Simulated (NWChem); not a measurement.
C$_{2}$H$_{9}$NSi; SMILES CN(C)[SiH3]

Computed with NWChem. Pople sets run with spherical d functions. All runs use the structure optimised with PBE0/def2-SVP.

Problem. Taking TPSS/6-311++G** as the yardstick, which of these has the fewest basis functions while keeping “dipole (D)” within 0.1 D of it: TPSS/6-31G*; TPSS/STO-3G; TPSS/3-21G; TPSS/6-311G**; TPSS/6-31+G*?

Solution. TPSS/3-21G.
```tsv
level	basis functions	dipole (D)	relative time (rough)
TPSS/STO-3G	33	0.26	1
TPSS/3-21G	58	0.96	1
TPSS/6-31G*	78	0.95	3
TPSS/6-31+G*	94	0.91	4
TPSS/6-311G**	134	0.93	6
TPSS/6-311++G**	159	0.87	10
```

The yardstick is one finite set, not the basis-set limit.
